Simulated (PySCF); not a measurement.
2-chlorosilylpropan-2-ol (C₃H₉ClOSi), SMILES CC(C)(O)[SiH2]Cl. Atoms are numbered in the order given.

```xyz
15

C     -0.3265     1.9834     1.3163
C     -0.5484     0.6659     0.5739
C     -1.3155    -0.3476     1.4312
O     -1.2870     0.9929    -0.6158
Si     1.1354    -0.0411    -0.0263
Cl     0.6127    -1.5790    -1.3654
H     -1.3097     2.4209     1.5916
H      0.2000     2.7188     0.6758
H      0.2582     1.8323     2.2459
H     -0.7847    -0.5693     2.3798
H     -1.4540    -1.3059     0.8888
H     -2.3192     0.0603     1.6742
H     -1.3674     0.1652    -1.1325
H      1.9955    -0.6474     1.0491
H      1.9077     0.9896    -0.7948
```
Charge 0, spin multiplicity 1.

Geometry: PBE-D3(BJ)/def2-SVP. One conformer was computed; it need not be the lowest.

Two levels are set side by side: PBE/pcSseg-1 (PySCF) and B3LYP/pcSseg-1 (PySCF). GIAO shifts against H2O (¹⁷O), HCl (³⁵Cl), TMS (²⁹Si), TMS (¹H), TMS (¹³C) at the same level; non-relativistic, no solvent, atoms listed together averaged. Without spin–orbit terms, shifts of atoms bonded to Cl or Br come out too high at both levels. Differences are taken from unrounded values.

| quantity | B3LYP | PBE | PBE minus B3LYP |
|---|---|---|---|
| δ(¹³C) of C2 (ppm) | 69.5 | 71.7 | 2.2 |
| δ(¹⁷O) of O4 (ppm) | 83.4 | 93.1 | 9.7 |
| δ(²⁹Si) of Si5 (ppm) | 4.0 | 4.1 | 0.2 |
| δ(³⁵Cl) of Cl6 (ppm) | -65.9 | -52.5 | 13.4 |
| δ(¹H) of H13 (ppm) | 2.10 | 2.13 | 0.03 |

Rough cost on one machine, each run with all the roots and properties that it gave: B3LYP against PBE within a factor of 2.
